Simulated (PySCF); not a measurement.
**[Sm(NH3)]3+: one run**

[Sm(NH3)]3+ (singlet in the valence; each metal's 4f electrons, 5 of them, lie in its core potential, out of spins and levels). PySCF 2.14.0, RKS r2SCAN, Sm lcecp-1-SVP with ECP51, N def2-SVP, H def2-SVP; non-relativistic Hamiltonian with scalar-relativistic core potentials where named; density fitting; no spin-orbit coupling. Purpose: level r2SCAN.

```python
mol = gto.M(atom='''
Sm     0.00000    -0.00000    -0.17145
N     -0.00000     0.00000     2.22572
H      0.94967     0.00004     2.68179
H     -0.47487     0.82242     2.68179
H     -0.47481    -0.82246     2.68179''',
    basis={'Sm': 'lcecp-1-SVP', 'N': 'def2-SVP', 'H': 'def2-SVP'},
    ecp={'Sm': 'lcecp-1-SVP'},
    charge=3, spin=0)
mf = dft.RKS(mol, xc='R2SCAN')
mf.grids.atom_grid = (75, 302)  # f atoms: unpruned, at least (60, 302)
mf = mf.density_fit()  # fitting sets: Sm AutoAux, N def2-universal-JKFIT, H def2-universal-JKFIT
mf.conv_tol = 1e-08; mf.max_cycle = 55
mf.kernel(dm0)  # dm0: converged density of the relaxed state
mf.nuc_grad_method().kernel()
```

Run from Python with OMP_NUM_THREADS=2; the lines above give its settings. Where DIIS fails, smearing, a level shift and second-order steps follow.
It took 2.3 s on 2 threads of Arm Neoverse V2 (shared host), from an already converged density.

Question: Where do the frontier levels lie, over both spins?

Answer: HOMO -26.12 eV, LUMO -20.47 eV. The 4f levels lie in the core potential and are missing.

Question: What are the Mulliken charges and spins?

Answer: 
```
atom  charge (e)  spin (e)
 Sm1       2.494     0.000
  N2      -0.397     0.000
  H3       0.301     0.000
  H4       0.301     0.000
  H5       0.301     0.000
```
The spin of the 4f electrons in the core isn't counted.

Question: What forces act on the atoms (eV/Å)?

Answer: 
```
Sm   0.00  0.00  0.11
N    0.00  0.00  0.03
H   -0.22  0.00 -0.05
H    0.11 -0.19 -0.05
H    0.11  0.19 -0.05
```
Forces carry noise of the integration grid, about 0.01 to 0.03 eV/Å.

The geometry was relaxed with TPSS (Sm lcecp-1-SVP with ECP51, N def2-SVP, H def2-SVP).

An lcecp potential fixes the number of 4f electrons, so in runs with it no electron can move into or out of that shell.
